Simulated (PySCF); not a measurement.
Molecule: 2,4-Difluoropyridine (SMILES Fc1ccnc(F)c1).

Geometry:
| atom | x (Å) | y (Å) | z (Å) |
| --- | --- | --- | --- |
| F1 | -0.801 | 2.002 | -1.220 |
| C2 | -0.381 | 0.931 | -0.566 |
| C3 | -1.253 | -0.134 | -0.349 |
| C4 | -0.749 | -1.227 | 0.345 |
| N5 | 0.501 | -1.302 | 0.803 |
| C6 | 1.286 | -0.280 | 0.577 |
| F7 | 2.523 | -0.367 | 1.037 |
| C8 | 0.924 | 0.883 | -0.103 |
| H9 | -2.280 | -0.097 | -0.713 |
| H10 | -1.391 | -2.092 | 0.543 |
| H11 | 1.625 | 1.703 | -0.260 |

Spin–spin couplings on one PBE0-D3(BJ)/def2-SVP geometry, PySCF, gas phase, non-relativistic, equivalent pairs averaged (spin–dipole term only in couplings to heteroatoms); isotopes 19F, 13C, 1H; functional B3LYP.

**Question.** How do the couplings (Hz) change with the basis set? Times are CPU seconds on shared hosts with different chips, so compare them loosely. Far from the basis limit: pcJ-0, 6-31G*, def2-TZVP, cc-pVTZ.

**Answer.** 
| basis set | functions | 1J(F1,C2) | 1J(C6,F7) | 1J(C4,H10) | 1J(C8,H11) | 1J(C3,H9) | 1J(C6,C8) | 1J(C2,C8) | core-s |
| --- | --- | --- | --- | --- | --- | --- | --- | --- | --- |
| pcJ-0 | 113 | -405.4 | -395.5 | 173.4 | 163.6 | 162.5 | 62.5 | 58.8 | 15 |
| 6-31G* | 118 | -202.6 | -188.0 | 182.8 | 172.0 | 168.8 | 97.3 | 94.3 | 18 |
| pcJ-1 | 246 | -332.1 | -304.2 | 192.3 | 177.8 | 176.9 | 82.0 | 76.5 | 48 |
| def2-TZVP | 266 | -361.0 | -331.2 | 182.9 | 168.3 | 167.6 | 83.2 | 76.9 | 60 |
| cc-pVTZ | 282 | -331.9 | -292.8 | 172.1 | 159.2 | 158.7 | 85.7 | 81.7 | 62 |

The Fermi-contact term samples the wavefunction at the nucleus, which is why sets with added tight s functions (names with J) are made for couplings.
